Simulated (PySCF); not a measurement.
# Energy profile

The step: BH₂SF ([F][BH][SH]) → BSF + H₂; bonds formed: H2–H4; bonds broken: B1–H2, S3–H4 (atoms numbered as in the saddle structure below).

```
5
angstrom
B -0.2374 0.0902 -0.2724
H 0.1671 0.5316 0.9927
S 0.5893 -1.2986 -0.7793
H 0.6399 -0.2760 0.6928
F -1.1587 0.9528 -0.6340
```

Electronic energies by CCSD(T) at an estimated basis limit (MP2 extrapolated from triple and quadruple zeta, plus CCSD(T) − MP2 in triple zeta), on PBE0-D4/def2-TZVP structures; BH2SF, closed shell; no counterpoise correction. Computed with PySCF 2.14 with density fitting (its default auxiliary sets; JK sets also for MP2 and CCSD(T)) (basis: def2-TZVPP and def2-QZVPP); correlated methods freeze the cores. Extrapolation: Hartree–Fock as exp(−7.88 √X), correlation as X^−2.97.

Task: Give the profile in eV, counted from the start structure. (To be estimated.)

Result: The calculation gives:
```
                                                                           point     eV
                                                                 start structure  0.000
                                                                          saddle  2.366
                                                                   end structure  0.943
separated: BSF (linked as [F][B][S]; B1, S3, F5; singlet) + H2 (H2, H4; singlet)  0.967
```

No T1 diagnostic of these runs exceeds 0.018.

For scale, one of the runs: CCSD(T)/def2-TZVPP, 132 basis functions, launched by `OMP_NUM_THREADS=4 python run.py`. Hardware: 4 CPU threads of an Arm Neoverse N1, shared host. Wall time 76 s; peak host memory 0.72 GiB.
